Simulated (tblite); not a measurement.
Start geometry of `CO[C@@H]1C[C@H]1[SiH2]Cl` from a force field or distance geometry (Å):
```
atom  x, y, z in Å
C1     2.2385    1.0069   -0.2571
O2     1.6763   -0.2820   -0.4680
C3     0.5556   -0.5514    0.3939
C4    -0.3158   -1.6916   -0.0622
C5    -0.8014   -0.2880   -0.2202
Si6   -2.1650    0.3751    0.8598
Cl7   -1.8074    2.3660    1.2082
H8     2.5864    1.1208    0.7791
H9     3.0847    1.1320   -0.9310
H10    1.4795    1.7765   -0.4767
H11    0.6865   -0.4487    1.4618
H12   -0.0092   -2.2475   -0.9380
H13   -0.7396   -2.3336    0.7282
H14   -0.8128    0.1158   -1.2356
H15   -3.4902    0.2651    0.2116
H16   -2.1738   -0.3065    2.1930
```

**Question.** What comes out of this run: GFN2-xTB geometry optimisation, gas phase (tblite)?

**Answer.** 
```
atom  x, y, z in Å
C1     2.1589    0.9930   -0.2347
O2     1.7282   -0.3426   -0.3677
C3     0.5893   -0.6171    0.3767
C4    -0.3106   -1.7013   -0.1005
C5    -0.7665   -0.2668   -0.1984
Si6   -2.1295    0.4140    0.8987
Cl7   -1.8079    2.3927    1.1342
H8     2.4375    1.2153    0.8023
H9     3.0293    1.1039   -0.8779
H10    1.3783    1.6968   -0.5454
H11    0.7290   -0.4938    1.4512
H12   -0.0326   -2.2024   -1.0143
H13   -0.7694   -2.3436    0.6351
H14   -0.7162    0.1381   -1.2039
H15   -3.4369    0.2334    0.2722
H16   -2.0884   -0.2109    2.2193
```

The energy falls by 14.9 kJ/mol over 52 L-BFGS steps, the largest force on an atom goes from 1.83 to 0.010 eV/Å, and the atoms move by 0.100 Å rms after alignment. The bond that changes most is O2–C3 (ether oxygen to sp3 carbon bound to oxygen), which shortens by 0.051 Å. Bonds longer at the end by more than 0.005 Å: 3 of 16; shorter: 9. Among the angles that change most is O2–C3–H11, from 118.7° to 113.6°. Among the dihedrals that turn most is C1–O2–C3–C5, from 96° to 83°. Rotational constants go from 2577, 1062, 790.4 to 2657, 1063, 796.6 MHz. The orientation of the end geometry is arbitrary; only internal coordinates are fixed.

Time: 0.61 s wall. Hardware: one thread of an Arm Neoverse N1 (shared host).

Its GFN2-xTB frequencies are all real (lowest 23 cm⁻¹). The numbers are those of one conformer. 3 starts were optimised and ended at 0.00, 0.58 and 0.71 kcal/mol (GFN2-xTB); the lowest of these is shown.

The numbers are calculated, not measured.
